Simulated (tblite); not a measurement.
Compound: C2H9NSSi3.
Bonds: N1–C2 (triple), C2–C3, C3–S4, S4–Si5, Si5–Si6, Si6–Si7. Hydrogens: H8, H9 on C3; H10, H11 on Si5; H12, H13 on Si6; H14, H15, H16 on Si7.

Computed with GFN2-xTB (tblite), gas phase: L-BFGS steps from a force-field or distance-geometry start until the largest atomic force falls under 0.01 eV/Å.

Step 3: E = -548.9880 eV
```
atom  x, y, z in Å  |  force x, y, z in eV/Å
N1     -4.1112   -1.4392    0.0353   -0.448  -0.746   0.060
C2     -3.4954   -0.4841   -0.0069    0.377   0.535  -0.060
C3     -2.7168    0.7089   -0.0479    0.425   0.064   0.331
S4     -1.6072    0.8445    1.4416   -0.171  -0.119   0.000
Si5    -0.2215   -0.8147    1.1739    0.229   0.277   0.020
Si6     1.3963   -0.3482   -0.3831    0.060   0.225   0.280
Si7     3.2405    0.6821    0.4933   -0.061  -0.039  -0.085
H8     -3.3736    1.5766   -0.0215    0.062   0.090   0.029
H9     -2.0631    0.7344   -0.9147   -0.048   0.004  -0.216
H10     0.3162   -1.0858    2.5010   -0.234   0.082   0.035
H11    -0.9771   -1.9054    0.6451   -0.607  -0.522   0.052
H12     0.8188    0.5211   -1.4060   -0.043  -0.091  -0.338
H13     1.8587   -1.6220   -0.9201   -0.146  -0.114  -0.304
H14     4.0626   -0.3192    1.1505    0.200  -0.018   0.149
H15     2.9049    1.7419    1.4259    0.068   0.146   0.131
H16     3.9602    1.2179   -0.6427    0.337   0.226  -0.083
```

Step 4: E = -549.0113 eV
```
atom  x, y, z in Å  |  force x, y, z in eV/Å
N1     -4.1130   -1.4427    0.0358   -0.201  -0.350   0.035
C2     -3.4955   -0.4849   -0.0074    0.242   0.297  -0.027
C3     -2.7102    0.7110   -0.0433    0.202  -0.049   0.181
S4     -1.6092    0.8426    1.4413   -0.119  -0.082   0.079
Si5    -0.2179   -0.8101    1.1745   -0.014  -0.010  -0.097
Si6     1.3970   -0.3452   -0.3792    0.049   0.136   0.110
Si7     3.2393    0.6813    0.4921    0.070   0.033  -0.049
H8     -3.3732    1.5782   -0.0211    0.126   0.026   0.038
H9     -2.0634    0.7345   -0.9177   -0.061   0.009  -0.155
H10     0.3131   -1.0847    2.5013   -0.214   0.079   0.071
H11    -0.9855   -1.9128    0.6455   -0.413  -0.262   0.164
H12     0.8183    0.5199   -1.4103   -0.021  -0.117  -0.286
H13     1.8569   -1.6235   -0.9240   -0.175  -0.022  -0.252
H14     4.0653   -0.3195    1.1525    0.159   0.022   0.118
H15     2.9058    1.7440    1.4276    0.080   0.100   0.090
H16     3.9647    1.2210   -0.6440    0.289   0.191  -0.019
```

Step 5: E = -549.0574 eV
```
atom  x, y, z in Å  |  force x, y, z in eV/Å
N1     -4.1137   -1.4467    0.0375    0.099   0.139  -0.007
C2     -3.4934   -0.4859   -0.0088    0.045  -0.067   0.049
C3     -2.6965    0.7093   -0.0344   -0.073  -0.102  -0.069
S4     -1.6181    0.8410    1.4509    0.029  -0.145   0.093
Si5    -0.2221   -0.8132    1.1725   -0.212  -0.238  -0.201
Si6     1.4023   -0.3362   -0.3766   -0.035  -0.009  -0.094
Si7     3.2504    0.6868    0.4914    0.130   0.073  -0.031
H8     -3.3613    1.5774   -0.0187    0.116   0.000   0.061
H9     -2.0703    0.7359   -0.9277   -0.005  -0.012  -0.017
H10     0.2990   -1.0791    2.5067   -0.201   0.069   0.039
H11    -1.0145   -1.9326    0.6554   -0.155   0.065   0.281
H12     0.8158    0.5131   -1.4313    0.049  -0.182  -0.126
H13     1.8453   -1.6267   -0.9417   -0.206   0.160  -0.134
H14     4.0754   -0.3180    1.1602    0.097   0.093   0.058
H15     2.9108    1.7503    1.4335    0.106   0.023   0.015
H16     3.9834    1.2334   -0.6453    0.216   0.133   0.083
```

Step 6: E = -549.0922 eV
```
atom  x, y, z in Å  |  force x, y, z in eV/Å
N1     -4.1120   -1.4479    0.0394    0.192   0.298  -0.031
C2     -3.4891   -0.4871   -0.0096   -0.029  -0.208   0.100
C3     -2.6837    0.7038   -0.0278   -0.212  -0.059  -0.212
S4     -1.6284    0.8378    1.4665    0.156  -0.257  -0.004
Si5    -0.2343   -0.8248    1.1670   -0.216  -0.263  -0.199
Si6     1.4087   -0.3262   -0.3784   -0.121  -0.103  -0.171
Si7     3.2700    0.6968    0.4912    0.051   0.039  -0.045
H8     -3.3428    1.5747   -0.0143    0.022   0.034   0.080
H9     -2.0803    0.7377   -0.9390    0.100  -0.050   0.104
H10     0.2778   -1.0708    2.5143   -0.197   0.051  -0.058
H11    -1.0520   -1.9541    0.6736    0.011   0.251   0.320
H12     0.8137    0.5013   -1.4596    0.110  -0.218   0.032
H13     1.8268   -1.6272   -0.9658   -0.198   0.287  -0.028
H14     4.0889   -0.3137    1.1704    0.048   0.152  -0.001
H15     2.9191    1.7578    1.4403    0.129  -0.038  -0.052
H16     4.0099    1.2509   -0.6446    0.156   0.083   0.163
```

**Question.** Estimate the geometry and energy of step 7. (The exact step hangs on the optimiser's Hessian estimate; all steps are aligned on step 6, rigid shifts and turns removed.)

**Answer.** E = -549.1120 eV, largest force 0.395 eV/Å
```
atom  x, y, z in Å  |  force x, y, z in eV/Å
N1     -4.1097   -1.4471    0.0403    0.146   0.220  -0.027
C2     -3.4850   -0.4882   -0.0086   -0.030  -0.173   0.093
C3     -2.6784    0.6996   -0.0269   -0.195   0.008  -0.186
S4     -1.6327    0.8317    1.4765    0.177  -0.295  -0.107
Si5    -0.2451   -0.8360    1.1611   -0.122  -0.190  -0.143
Si6     1.4111   -0.3213   -0.3821   -0.143  -0.113  -0.128
Si7     3.2835    0.7039    0.4904   -0.041  -0.008  -0.061
H8     -3.3304    1.5734   -0.0102   -0.054   0.066   0.080
H9     -2.0852    0.7381   -0.9446    0.168  -0.070   0.136
H10     0.2608   -1.0646    2.5180   -0.187   0.034  -0.125
H11    -1.0767   -1.9649    0.6902    0.045   0.262   0.292
H12     0.8140    0.4904   -1.4777    0.120  -0.200   0.089
H13     1.8117   -1.6233   -0.9820   -0.164   0.289   0.007
H14     4.0984   -0.3085    1.1769    0.024   0.172  -0.033
H15     2.9265    1.7621    1.4440    0.133  -0.060  -0.082
H16     4.0296    1.2636   -0.6416    0.123   0.057   0.191
```

The energy changes by -0.0199 eV. The first-order estimate −F·Δx gives -0.0260 eV and the mean of the old and new forces, exact on a quadratic surface, -0.0198 eV. The step makes an angle of 67° with the force vector and moves no atom by more than 0.032 Å.

The cost below is that of the whole relaxation. Hardware: one thread, Arm Neoverse N1 (aarch64), shared host with 64 logical CPUs at a one-minute load of 59. Cost: 3.5 s of wall time.
